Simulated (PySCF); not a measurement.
Species: tetramethylgermane, C4H12Ge, net charge 0, singlet state. SMILES: [CH3][Ge]([CH3])([CH3])[CH3]
Geometry: optimised at B3LYP-D3(BJ)/def2-TZVP (Ansatz).

Dispersion corrections to the total energy (kcal/mol) from the dftd3 and dftd4 libraries through PySCF: D3(BJ) without and D4 with the three-body term, each with the damping fitted for the functional named.

```json
[
 {"functional": "B3LYP", "D3(BJ)": "-14.30", "D4": "-12.58"},
 {"functional": "CAM-B3LYP", "D3(BJ)": "-6.86", "D4": "?"},
 {"functional": "B2PLYP", "D3(BJ)": "?", "D4": "-5.57"},
 {"functional": "B2GP-PLYP", "D3(BJ)": "-5.93", "D4": "-3.45"},
 {"functional": "TPSS", "D3(BJ)": "-10.46", "D4": "-10.63"},
 {"functional": "PBE0", "D3(BJ)": "-7.33", "D4": "-6.80"},
 {"functional": "r2SCAN", "D3(BJ)": "-2.53", "D4": "?"}
]
```

Q: Fill in the missing entries.

A: 
- CAM-B3LYP, D4: -6.93
- B2PLYP, D3(BJ): -6.88
- r2SCAN, D4: -2.13
